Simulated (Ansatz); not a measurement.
Basis-set extrapolation for C2H8FNSi (`CC[SiH](N)F`) (PBE0-D4/def2-TZVP geometry, frozen core, Ansatz 0.2.0). Multiplicity 1, RHF reference.

```tsv
	def2-TZVPP	def2-QZVPP
HF	-523.445538	-523.466473
MP2 correlation	-0.941104	-1.013106
CCSD(T) correlation	-1.018654	not run
```

Energies in hartree. Use E(X) = E(∞) + A·exp(−7.88·√X) for Hartree–Fock and E(X) = E(∞) + B·X^(−2.97) for correlation, with X = 3 and 4, and add CCSD(T) minus MP2 of the smaller set to the MP2 limit.

What is the CCSD(T) energy at the basis-set limit?

HF limit: -523.466473 + (-0.020935) × 0.13774 = -523.46936. MP2 limit: -1.013106 + (-0.072002) × 0.74074 = -1.06644. Higher-order term: -1.018654 − (-0.941104) = -0.07755. Total: -524.61335 hartree, 391.6 kJ/mol below CCSD(T)/def2-TZVPP.
